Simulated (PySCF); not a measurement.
Geometries of 2 isomers of C3H6BF, from PBE0-D3(BJ)/def2-SVP geometry optimisation, gas phase (PySCF 2.14.0). One conformer each, no zero-point energy, no frequencies.

Task: Which isomer lies lower at this level?
A.
```xyz
11
angstrom
B      1.347   -0.826    0.346
C      0.519    0.357   -0.171
C     -0.835    0.550    0.569
C     -0.816    0.150   -0.839
F     -1.203   -1.106   -1.162
H      2.536   -0.713    0.532
H      0.803   -1.870    0.619
H      1.025    1.286   -0.451
H     -1.104   -0.220    1.297
H     -1.118    1.570    0.840
H     -1.100    0.870   -1.614
```
B.
```xyz
11
angstrom
B      0.479   -1.435    0.656
C      0.123   -0.039    0.110
C     -1.188    0.630    0.430
C      1.005    0.625   -0.661
F      2.185    0.152   -1.012
H     -0.298   -2.006    1.388
H      1.520   -1.972    0.368
H     -2.035    0.038    0.048
H     -1.267    1.642    0.002
H     -1.331    0.713    1.519
H      0.839    1.628   -1.077
```

Result: B. That is `C/C(=C/F)B`, 5.9 kcal/mol below the other.

```json
{"SMILES": "B/C(C)=C\\F", "atoms numbered as above": "[BH2:1]/[C:2]([CH3:3])=[CH:4]\\[F:5]", "E (Eh)": "-242.12281", "relative (kcal/mol)": "0.0", "relative (kJ/mol)": "0.0", "dipole (D)": "1.98"}
{"SMILES": "B[C@@H]1C[C@@H]1F", "atoms numbered as above": "[BH2:1][C@@H:2]1[CH2:3][C@@H:4]1[F:5]", "E (Eh)": "-242.11337", "relative (kcal/mol)": "5.9", "relative (kJ/mol)": "24.8", "dipole (D)": "2.16"}
```

As drawn, the lower has a C=C bond outside aromatic rings, which the higher lacks; the higher has a three-membered ring, which the lower lacks.
